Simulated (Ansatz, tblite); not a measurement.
Removing an electron: [InMeH3]- (CH6In⁻). Charge -1, multiplicity 1. Geometry: PBE-D4/def2-TZVPD. Ansatz, gas phase; energy differences of separate SCF runs; the oxidised species was run as a doublet alone.

```xyz
8

In   -0.497   -0.519   -0.765
C     0.567    0.592    0.872
H    -0.156    1.052    1.566
H     1.199    1.393    0.455
H     1.213   -0.088    1.451
H     0.722   -1.206   -1.897
H    -1.575    0.622   -1.645
H    -1.472   -1.845   -0.037
```

In the def2 sets In takes a core potential; there is no spin–orbit coupling. The xTB rows come from tblite. Correlated methods freeze 5 core orbitals; core or outer-core shells of In are correlated, in sets that lack core-valence functions.

| level | −HOMO (eV) | vertical IE (eV) | −LUMO (eV) | HOMO–LUMO gap (eV) |
| --- | --- | --- | --- | --- |
| GFN1-xTB | 5.95 | 8.68 | -0.29 | 6.24 |
| HF/def2-TZVPPD | – | 3.02 | – | – |
| r2SCAN-D4/def2-TZVPD | 1.16 | 3.82 | -3.75 | 4.91 |
| PBE0-D4/def2-TZVPD | 2.07 | 3.96 | -3.45 | 5.52 |
| MP2/def2-TZVPPD | – | 4.23 | – | – |
| CCSD/def2-TZVPPD | – | 4.03 | – | – |
| CCSD(T)/def2-TZVPPD | – | 4.09 | – | – |

Relaxing the oxidised species (PBE-D4/def2-TZVPD) changes its energy by -0.93 eV at PBE0-D4/def2-TZVPD, so the adiabatic ionisation energy to this nearest minimum is 3.03 eV.  Run but left out: PBE-D4/def2-TZVPD (neutral doublet: an occupied level 0.03 eV above an empty one).  Raw xTB energy differences between charge states are shifted by several eV; the methods need an empirical correction for them.
